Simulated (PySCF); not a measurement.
**Computed structure and properties of Au3**

System: Au3 (doublet); start: released along the symmetry-breaking force (C2v). Method: PySCF 2.14.0, UKS B3LYP, Au def2-SVP with ECP60; non-relativistic Hamiltonian with scalar-relativistic core potentials where named; density fitting; no spin-orbit coupling.

Input of the relaxation:

```python
mol = gto.M(atom='''
Au     1.53550    -0.00001     0.00000
Au    -0.76774     1.41087    -0.00000
Au    -0.76776    -1.41085    -0.00000''',
    basis={'Au': 'def2-SVP'},
    ecp={'Au': 'def2-SVP'},
    charge=0, spin=1)
mf = dft.UKS(mol, xc='B3LYP')
mf.grids.atom_grid = (50, 194)
mf = mf.density_fit()  # fitting sets: Au def2-universal-JKFIT
mf.conv_tol = 1e-08; mf.max_cycle = 55
mf.kernel(dm0)  # dm0: converged density of the start geometry
# quasi-Newton relaxation in Cartesian coordinates to a largest gradient under 0.00045 Eh/bohr
```

Run from Python with OMP_NUM_THREADS=2; the lines above give its settings. Where DIIS fails, smearing, a level shift and second-order steps follow.
It took 46 s on 2 threads of Arm Neoverse V1, on a shared host, from the converged density of the start.

Course of the relaxation:

| step | energy above end (eV) | largest force component within the symmetry (eV/Å) |
| --- | --- | --- |
| 0 | 0.0538 | 0.320 |
| 1 | 0.0385 | 0.265 |
| 2 | 0.0116 | 0.159 |
| 3 | 0.0057 | 0.109 |
| 4 | 0.0021 | 0.056 |
| 5 | 0.0008 | 0.018 |
| 6 | 0.0003 | 0.017 |
| 7 | 0.0002 | 0.021 |
| 8 | 0.0001 | 0.015 |
| 9 | 0.0000 | 0.005 |

Relaxed geometry (C2v):

```xyz
3

Au    1.3883    0.0000    0.0000
Au   -0.6941    1.6437    0.0000
Au   -0.6942   -1.6437    0.0000
```

| contact | Å |
| --- | --- |
| Au3–Au1 | 2.653 |
| Au2–Au1 | 2.653 |
| Au3–Au2 | 3.287 |

On the finer grid (75, 302):

The HOMO is -5.43 eV, the LUMO is -4.02 eV and the dipole about the centre of mass is 0.61 D. The spin squared is 0.756. The set of Mulliken populations of Au1 outside the core potential is s 2.91, p 6.14, d 9.87, f 0.00 and the D3(BJ) dispersion energy (not in the energies) is -0.274 eV.

```tsv
atom	Mulliken (e)	Löwdin (e)	spin (e)
Au1	0.08	0.04	0.04
Au2	-0.04	-0.02	0.48
Au3	-0.04	-0.02	0.48
```

On the grid (50, 194), as all that follows. Harmonic modes: a minimum within the noise of the softest modes; lowest -9 cm⁻¹ (negative: unstable), highest 146 cm⁻¹, zero-point energy 0.016 eV.

One start shape was tried, so this needn't be the lowest isomer.

Open shells may have lower solutions than the one found.
